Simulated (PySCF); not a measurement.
Bond curve of AlSn

Set-up: basis Al def2-SVPD, Sn def2-SVPD with ECP28; scalar-relativistic core potentials; PySCF 2.14. Energies in eV from Al + Sn in their ground configurations at the same level. State: ⁴Σ⁻ (quartet), unpaired electrons σ ↑, π ↑↑.

All columns are M06-L. A positive dipole means Al(−)Sn(+).

| R (Å) | E (eV) | μ (D) | Mulliken charge on Al (basis-dependent) | HOMO (eV) | LUMO (eV) | Mayer bond order | ⟨S²⟩ |
| --- | --- | --- | --- | --- | --- | --- | --- |
| 2.293 | -1.746 | 0.17 | -0.15 | -4.41 | -3.96 | 2.04 | 3.75 |
| 2.399 | -2.102 | 0.11 | -0.10 | -4.47 | -3.84 | 1.97 | 3.75 |
| 2.506 | -2.292 | 0.03 | -0.07 | -4.52 | -3.74 | 1.90 | 3.75 |
| 2.586 | -2.356 | -0.04 | -0.05 | -4.55 | -3.67 | 1.84 | 3.75 |
| 2.666 | -2.371 | -0.12 | -0.04 | -4.53 | -3.61 | 1.79 | 3.75 |
| 2.746 | -2.350 | -0.22 | -0.02 | -4.43 | -3.55 | 1.74 | 3.75 |
| 2.853 | -2.281 | -0.38 | 0.00 | -4.32 | -3.47 | 1.67 | 3.75 |
| 2.986 | -2.155 | -0.60 | 0.02 | -4.19 | -3.39 | 1.59 | 3.75 |
| 3.146 | -1.973 | -0.89 | 0.04 | -4.06 | -3.35 | 1.50 | 3.75 |
| 3.359 | -1.715 | -1.30 | 0.06 | -3.90 | -3.30 | 1.39 | 3.75 |

A fit through these points gives, at Re = 2.655 Å, μ = -0.11 D and dμ/dR = -1.15 D/Å; the reduced mass is 22.03 u.

Q: How strong is the fundamental in the double-harmonic approximation, I = 42.26·(dμ/dR)²/μred km/mol?

A: I = 42.26·(-1.15)²/22.03 = 2.54 km/mol at M06-L.

Spin–orbit coupling is left out, which matters for elements this heavy, above all for dissociation energies. The state is the lowest determinant that a PBE0 search found; another state may lie lower at other levels.
